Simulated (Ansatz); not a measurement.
**Molecular dynamics of BClF₃**

input.yaml

```yaml
crystal:
  periodic: [false, false, false]
  atoms:
    - { symbol: B, position_ang: [0.06631, 0.292801, -0.420166] }
    - { symbol: F, position_ang: [-1.620555, 0.630649, 2.196191] }
    - { symbol: F, position_ang: [1.066651, -0.456621, -0.088942] }
    - { symbol: Cl, position_ang: [-1.085019, -0.196574, -1.644036] }
    - { symbol: F, position_ang: [1.104913, -0.270255, 2.946953] }
magnetization:
  spin_polarized: true
  initial_magnetization: 1
basis:
  gaussian: { orbitals: def2-SVP }
hamiltonian:
  xc: hf
md:
  timestep: 0.5
  n_steps: 200
  ensemble: nve
  temperature: 100.0
  initial_velocities: maxwell_boltzmann
  seed: 11844
```

Launched with:

```bash
$ ansatz run input.yaml --threads 1 --pin off --max-ram 2048MiB --backend cpu --events-out ev --progress --plain --runs-dir out
```

It starts at the highest image of a converged band. Of that band: A structure lower than the first end lies on the path between it and the top, so the climb from that side starts below the end, which may itself be a saddle point or a shallow side well. Neighbouring images differ by up to 2.8 eV, so the band resolves the path poorly. A vibrational analysis at the climbing image gives one clearly imaginary mode, 156i cm⁻¹, and a faint second one (12i cm⁻¹) that may be numerical noise or a soft torsion: probably a first-order saddle point.

Output, in part (one step line in 3, the closing report, with atoms numbered from 0):

```
md step     0: t =     0.00 fs  T =   100.0 K  F+E_penalty+E_count = -21278.86195057 eV  E_kin = 0.038778 eV  conserved = -21278.82317257 eV  (1627 SCF iters)
md step     3: t =     1.50 fs  T =    95.7 K  F+E_penalty+E_count = -21278.86029340 eV  E_kin = 0.037128 eV  conserved = -21278.82316585 eV  (271 SCF iters)
md step     6: t =     3.00 fs  T =    85.1 K  F+E_penalty+E_count = -21278.85616609 eV  E_kin = 0.033015 eV  conserved = -21278.82315096 eV  (316 SCF iters)
md step     9: t =     4.50 fs  T =    73.4 K  F+E_penalty+E_count = -21278.85160672 eV  E_kin = 0.028471 eV  conserved = -21278.82313603 eV  (320 SCF iters)
md step    12: t =     6.00 fs  T =    65.8 K  F+E_penalty+E_count = -21278.84866295 eV  E_kin = 0.025534 eV  conserved = -21278.82312869 eV  (317 SCF iters)
md step    15: t =     7.50 fs  T =    65.0 K  F+E_penalty+E_count = -21278.84835490 eV  E_kin = 0.025223 eV  conserved = -21278.82313224 eV  (252 SCF iters)
md step    18: t =     9.00 fs  T =    69.8 K  F+E_penalty+E_count = -21278.85019309 eV  E_kin = 0.027048 eV  conserved = -21278.82314484 eV  (269 SCF iters)
md step    21: t =    10.50 fs  T =    75.5 K  F+E_penalty+E_count = -21278.85244646 eV  E_kin = 0.029287 eV  conserved = -21278.82315980 eV  (343 SCF iters)
md step    24: t =    12.00 fs  T =    77.1 K  F+E_penalty+E_count = -21278.85308105 eV  E_kin = 0.029913 eV  conserved = -21278.82316841 eV  (356 SCF iters)
md step    27: t =    13.50 fs  T =    71.7 K  F+E_penalty+E_count = -21278.85097499 eV  E_kin = 0.027811 eV  conserved = -21278.82316425 eV  (281 SCF iters)
md step    30: t =    15.00 fs  T =    60.8 K  F+E_penalty+E_count = -21278.84674226 eV  E_kin = 0.023594 eV  conserved = -21278.82314874 eV  (348 SCF iters)
md step    33: t =    16.50 fs  T =    50.0 K  F+E_penalty+E_count = -21278.84251488 eV  E_kin = 0.019383 eV  conserved = -21278.82313157 eV  (268 SCF iters)
md step    36: t =    18.00 fs  T =    45.1 K  F+E_penalty+E_count = -21278.84061573 eV  E_kin = 0.017491 eV  conserved = -21278.82312476 eV  (255 SCF iters)
md step    39: t =    19.50 fs  T =    48.6 K  F+E_penalty+E_count = -21278.84196371 eV  E_kin = 0.018831 eV  conserved = -21278.82313308 eV  (281 SCF iters)
md step    42: t =    21.00 fs  T =    57.5 K  F+E_penalty+E_count = -21278.84544896 eV  E_kin = 0.022299 eV  conserved = -21278.82315004 eV  (281 SCF iters)
md step    45: t =    22.50 fs  T =    66.1 K  F+E_penalty+E_count = -21278.84878153 eV  E_kin = 0.025618 eV  conserved = -21278.82316357 eV  (283 SCF iters)
md step    48: t =    24.00 fs  T =    69.4 K  F+E_penalty+E_count = -21278.85008740 eV  E_kin = 0.026922 eV  conserved = -21278.82316551 eV  (415 SCF iters)
md step    51: t =    25.50 fs  T =    67.9 K  F+E_penalty+E_count = -21278.84947390 eV  E_kin = 0.026316 eV  conserved = -21278.82315805 eV  (732 SCF iters)
md step    54: t =    27.00 fs  T =    63.2 K  F+E_penalty+E_count = -21278.84809333 eV  E_kin = 0.024500 eV  conserved = -21278.82314436 eV  (349 SCF iters)
md step    57: t =    28.50 fs  T =    59.9 K  F+E_penalty+E_count = -21278.84680541 eV  E_kin = 0.023224 eV  conserved = -21278.82313231 eV  (318 SCF iters)
md step    60: t =    30.00 fs  T =    62.2 K  F+E_penalty+E_count = -21278.84769611 eV  E_kin = 0.024119 eV  conserved = -21278.82312817 eV  (248 SCF iters)
md step    63: t =    31.50 fs  T =    71.6 K  F+E_penalty+E_count = -21278.85133604 eV  E_kin = 0.027753 eV  conserved = -21278.82313406 eV  (304 SCF iters)
md step    66: t =    33.00 fs  T =    85.9 K  F+E_penalty+E_count = -21278.85690246 eV  E_kin = 0.033306 eV  conserved = -21278.82314754 eV  (332 SCF iters)
md step    69: t =    34.50 fs  T =   100.3 K  F+E_penalty+E_count = -21278.86252448 eV  E_kin = 0.038913 eV  conserved = -21278.82316235 eV  (339 SCF iters)
md step    72: t =    36.00 fs  T =   109.7 K  F+E_penalty+E_count = -21278.86616885 eV  E_kin = 0.042549 eV  conserved = -21278.82317063 eV  (334 SCF iters)
md step    75: t =    37.50 fs  T =   111.2 K  F+E_penalty+E_count = -21278.86672260 eV  E_kin = 0.043106 eV  conserved = -21278.82316699 eV  (339 SCF iters)
md step    78: t =    39.00 fs  T =   106.0 K  F+E_penalty+E_count = -21278.86470710 eV  E_kin = 0.041105 eV  conserved = -21278.82315272 eV  (416 SCF iters)
md step    81: t =    40.50 fs  T =    99.2 K  F+E_penalty+E_count = -21278.86206896 eV  E_kin = 0.038483 eV  conserved = -21278.82313662 eV  (342 SCF iters)
md step    84: t =    42.00 fs  T =    96.4 K  F+E_penalty+E_count = -21278.86097858 eV  E_kin = 0.037400 eV  conserved = -21278.82312969 eV  (416 SCF iters)
md step    87: t =    43.50 fs  T =   100.0 K  F+E_penalty+E_count = -21278.86236250 eV  E_kin = 0.038776 eV  conserved = -21278.82313671 eV  (275 SCF iters)
md step    90: t =    45.00 fs  T =   107.5 K  F+E_penalty+E_count = -21278.86527628 eV  E_kin = 0.041675 eV  conserved = -21278.82315220 eV  (273 SCF iters)
md step    93: t =    46.50 fs  T =   113.5 K  F+E_penalty+E_count = -21278.86762504 eV  E_kin = 0.044011 eV  conserved = -21278.82316506 eV  (270 SCF iters)
md step    96: t =    48.00 fs  T =   113.5 K  F+E_penalty+E_count = -21278.86763480 eV  E_kin = 0.044018 eV  conserved = -21278.82316733 eV  (260 SCF iters)
md step    99: t =    49.50 fs  T =   106.4 K  F+E_penalty+E_count = -21278.86616653 eV  E_kin = 0.041267 eV  conserved = -21278.82315849 eV  (391 SCF iters)
md step   102: t =    51.00 fs  T =    95.4 K  F+E_penalty+E_count = -21278.86188897 eV  E_kin = 0.037003 eV  conserved = -21278.82314453 eV  (328 SCF iters)
md step   105: t =    52.50 fs  T =    85.5 K  F+E_penalty+E_count = -21278.85802837 eV  E_kin = 0.033154 eV  conserved = -21278.82313308 eV  (326 SCF iters)
md step   108: t =    54.00 fs  T =    80.7 K  F+E_penalty+E_count = -21278.85617906 eV  E_kin = 0.031308 eV  conserved = -21278.82312955 eV  (324 SCF iters)
md step   111: t =    55.50 fs  T =    82.4 K  F+E_penalty+E_count = -21278.85683923 eV  E_kin = 0.031962 eV  conserved = -21278.82313532 eV  (325 SCF iters)
md step   114: t =    57.00 fs  T =    88.5 K  F+E_penalty+E_count = -21278.85921441 eV  E_kin = 0.034326 eV  conserved = -21278.82314736 eV  (325 SCF iters)
md step   117: t =    58.50 fs  T =    94.7 K  F+E_penalty+E_count = -21278.86163668 eV  E_kin = 0.036736 eV  conserved = -21278.82315959 eV  (326 SCF iters)
md step   120: t =    60.00 fs  T =    96.8 K  F+E_penalty+E_count = -21278.86242824 eV  E_kin = 0.037522 eV  conserved = -21278.82316511 eV  (395 SCF iters)
md step   123: t =    61.50 fs  T =    92.7 K  F+E_penalty+E_count = -21278.86085070 eV  E_kin = 0.035949 eV  conserved = -21278.82315988 eV  (332 SCF iters)
md step   126: t =    63.00 fs  T =    84.5 K  F+E_penalty+E_count = -21278.85764272 eV  E_kin = 0.032755 eV  conserved = -21278.82314588 eV  (321 SCF iters)
md step   129: t =    64.50 fs  T =    77.0 K  F+E_penalty+E_count = -21278.85472215 eV  E_kin = 0.029849 eV  conserved = -21278.82313128 eV  (264 SCF iters)
md step   132: t =    66.00 fs  T =    75.3 K  F+E_penalty+E_count = -21278.85406851 eV  E_kin = 0.029201 eV  conserved = -21278.82312566 eV  (326 SCF iters)
md step   135: t =    67.50 fs  T =    81.4 K  F+E_penalty+E_count = -21278.85644068 eV  E_kin = 0.031566 eV  conserved = -21278.82313297 eV  (330 SCF iters)
md step   138: t =    69.00 fs  T =    92.7 K  F+E_penalty+E_count = -21278.86085190 eV  E_kin = 0.035962 eV  conserved = -21278.82314841 eV  (261 SCF iters)
md step   141: t =    70.50 fs  T =   103.9 K  F+E_penalty+E_count = -21278.86520867 eV  E_kin = 0.040305 eV  conserved = -21278.82316221 eV  (265 SCF iters)
md step   144: t =    72.00 fs  T =   110.1 K  F+E_penalty+E_count = -21278.86761910 eV  E_kin = 0.042711 eV  conserved = -21278.82316674 eV  (257 SCF iters)
md step   147: t =    73.50 fs  T =   109.7 K  F+E_penalty+E_count = -21278.86744091 eV  E_kin = 0.042539 eV  conserved = -21278.82316073 eV  (316 SCF iters)
md step   150: t =    75.00 fs  T =   104.7 K  F+E_penalty+E_count = -21278.86547892 eV  E_kin = 0.040589 eV  conserved = -21278.82314874 eV  (323 SCF iters)
md step   153: t =    76.50 fs  T =    99.3 K  F+E_penalty+E_count = -21278.86338266 eV  E_kin = 0.038504 eV  conserved = -21278.82313761 eV  (252 SCF iters)
md step   156: t =    78.00 fs  T =    97.5 K  F+E_penalty+E_count = -21278.86269411 eV  E_kin = 0.037820 eV  conserved = -21278.82313310 eV  (237 SCF iters)
md step   159: t =    79.50 fs  T =   101.0 K  F+E_penalty+E_count = -21278.86403097 eV  E_kin = 0.039152 eV  conserved = -21278.82313781 eV  (253 SCF iters)
md step   162: t =    81.00 fs  T =   107.9 K  F+E_penalty+E_count = -21278.86674174 eV  E_kin = 0.041851 eV  conserved = -21278.82314966 eV  (319 SCF iters)
md step   165: t =    82.50 fs  T =   114.2 K  F+E_penalty+E_count = -21278.86918497 eV  E_kin = 0.044281 eV  conserved = -21278.82316280 eV  (256 SCF iters)
md step   168: t =    84.00 fs  T =   115.2 K  F+E_penalty+E_count = -21278.86957058 eV  E_kin = 0.044660 eV  conserved = -21278.82316944 eV  (258 SCF iters)
md step   171: t =    85.50 fs  T =   108.6 K  F+E_penalty+E_count = -21278.86703048 eV  E_kin = 0.042125 eV  conserved = -21278.82316422 eV  (192 SCF iters)
md step   174: t =    87.00 fs  T =    96.5 K  F+E_penalty+E_count = -21278.86231929 eV  E_kin = 0.037429 eV  conserved = -21278.82314880 eV  (170 SCF iters)
md step   177: t =    88.50 fs  T =    84.3 K  F+E_penalty+E_count = -21278.85755068 eV  E_kin = 0.032677 eV  conserved = -21278.82313262 eV  (228 SCF iters)
md step   180: t =    90.00 fs  T =    77.5 K  F+E_penalty+E_count = -21278.85491404 eV  E_kin = 0.030046 eV  conserved = -21278.82312691 eV  (162 SCF iters)
md step   183: t =    91.50 fs  T =    78.1 K  F+E_penalty+E_count = -21278.85517756 eV  E_kin = 0.030300 eV  conserved = -21278.82313586 eV  (222 SCF iters)
md step   186: t =    93.00 fs  T =    83.2 K  F+E_penalty+E_count = -21278.85714822 eV  E_kin = 0.032254 eV  conserved = -21278.82315275 eV  (163 SCF iters)
md step   189: t =    94.50 fs  T =    86.8 K  F+E_penalty+E_count = -21278.85854854 eV  E_kin = 0.033641 eV  conserved = -21278.82316579 eV  (162 SCF iters)
md step   192: t =    96.00 fs  T =    84.3 K  F+E_penalty+E_count = -21278.85758818 eV  E_kin = 0.032680 eV  conserved = -21278.82316712 eV  (162 SCF iters)
md step   195: t =    97.50 fs  T =    75.2 K  F+E_penalty+E_count = -21278.85405353 eV  E_kin = 0.029155 eV  conserved = -21278.82315703 eV  (160 SCF iters)
md step   198: t =    99.00 fs  T =    63.0 K  F+E_penalty+E_count = -21278.84930568 eV  E_kin = 0.024422 eV  conserved = -21278.82314199 eV  (160 SCF iters)
md step   200: t =   100.00 fs  T =    55.8 K  F+E_penalty+E_count = -21278.84665599 eV  E_kin = 0.021620 eV  conserved = -21278.82313328 eV  (1038 SCF iters)
Total energy: -21278.84665599 eV, -781.9831912874 hartree
Atom 0 at     0.375293     0.352726    -0.766540 Å, force     0.306831    -0.810375     0.546901 eV/Å
Atom 1 at    -1.762180     0.572793     2.093283 Å, force     0.032890    -0.004108    -0.008831 eV/Å
Atom 2 at     1.026833    -0.514011    -0.030300 Å, force    -0.060736     0.652026    -0.278723 eV/Å
Atom 3 at    -1.115599    -0.160898    -1.502529 Å, force    -0.263119     0.156639    -0.242047 eV/Å
Atom 4 at     1.167608    -0.255676     2.924260 Å, force    -0.015866     0.005817    -0.017301 eV/Å
Dipole moment:     0.017003     0.124292    -0.017777 e Å
```

The run went to its last step. The conserved energy stayed within 0.0097 meV per atom of its start (net change 0.008 meV per atom), so the integration is sound. A run of 0.1 ps of so small a system gives no equilibrium averages.

Between its relaxed ends the band would break B1–F2. These pairs go: B1–F2 3.13 → 3.58 Å. In the last frame they stand as after the step (other bonds may differ from the relaxed reactants and products). It ends as BClF + F + F. Pairs count as bonded within 1.25 times the sum of covalent radii (0.12 Å more for H–H).

Last frame:

```xyz
5
Properties=species:S:1:pos:R:3
B 0.375 0.353 -0.766
F -1.762 0.573 2.093
F 1.027 -0.514 -0.030
Cl -1.116 -0.161 -1.502
F 1.168 -0.256 2.924
```

Time of the run: 8.2 min on 1 thread of AMD EPYC 9R45 96-Core Processor (Zen 5) (shared host), peak memory 0.23 GiB.
